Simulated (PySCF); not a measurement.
C₄H₇FO₂, SMILES [C@]1([C@H]([C@H]1O)O)(F)C. Geometry: PBE0-D3(BJ)/def2-SVP. The structure was generated by enumeration; whether it is a known compound was not checked. Other conformers were not sampled.

Computed equilibrium geometry at PBE0-D3(BJ)/def2-SVP (PySCF confirms it by a frequency run) as bond lengths and angles (one conformer of several):
Atoms: C1 C2 F3 C4 O5 C6 O7 H8 H9 H10 H11 H12 H13 H14. Bonded distances (Å): C1–C2 1.492, C1–H8 1.101, C1–H9 1.099, C1–H10 1.101, C2–F3 1.370, C2–C4 1.507, C2–C6 1.506, C4–O5 1.387, C4–C6 1.518, C4–H11 1.097, O5–H12 0.967, C6–O7 1.371, C6–H13 1.097, O7–H14 0.971. Bond angles (°): C2–C1–H8 110.5, C2–C1–H9 110.2, C2–C1–H10 110.9, H8–C1–H9 108.2, H8–C1–H10 108.8, H9–C1–H10 108.2, C1–C2–F3 113.0, C1–C2–C4 122.8, C1–C2–C6 123.3, F3–C2–C4 112.3, F3–C2–C6 115.3, C4–C2–C6 60.5, C2–C4–O5 116.3, C2–C4–C6 59.7, C2–C4–H11 120.1, O5–C4–C6 113.1, O5–C4–H11 115.1, C6–C4–H11 121.2, C4–O5–H12 107.6, C2–C6–C4 59.8, C2–C6–O7 119.9, C2–C6–H13 117.1, C4–C6–O7 116.4, C4–C6–H13 118.9, O7–C6–H13 114.3, C6–O7–H14 105.4.
Charge 0, spin multiplicity 1.
